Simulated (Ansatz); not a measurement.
The first iterations of a band of BrH + FGeH3 (7 atoms, charge 0, multiplicity 1).

Theory: RKS PBE-D4/def2-SVP in Ansatz 0.2.0.

```
movable images  : 7
climbing image  : yes
spring          : 5.0 eV/Å²
optimiser       : quadratic models (default)
start path      : through a guess of the saddle point
force threshold : 0.03 eV/Å
iteration limit : 60
end points      : relaxed
```

First end point:

```xyz
7
Properties=species:S:1:pos:R:3
Ge 0.396 -0.186 0.006
H 0.782 -0.602 1.443
H 1.591 0.379 -0.797
F -0.724 1.200 0.176
H -0.384 -1.274 -0.765
Br -3.081 -0.103 1.937
H -2.163 0.704 1.152
```

Last end point:

```xyz
7
Properties=species:S:1:pos:R:3
Ge -0.608 0.401 -0.377
H 0.475 -1.296 2.401
H 0.641 1.051 0.255
F -0.869 1.191 -1.922
H -0.556 -1.119 -0.652
Br -2.449 0.860 0.949
H -0.216 -0.971 2.498
```

| iteration | highest image above the first end (eV) | largest band force component (eV/Å) |
| --- | --- | --- |
| 1 | 2.824 | 7.561 |
| 2 | 1.891 | 3.527 |
| 3 | 1.711 | 1.351 |
| 4 | 1.639 | 0.574 |
| 5 | 1.517 | 0.544 |

Task: Does the band converge within its limit, and where does its top end?

Result: The forces met the threshold. It ended after 16 iterations with the highest image 1.547 eV above the first end. A vibrational analysis at the climbing image gives one clearly imaginary mode, 877i cm⁻¹: a first-order saddle point. The orbitals stay closed-shell, which can raise the energy where a bond breaks towards radicals; this wasn't checked here.

Run time: 100 s on 2 threads of Intel(R) Xeon(R) 6975P-C (Granite Rapids), with other jobs on the host, peak memory 0.16 GiB.
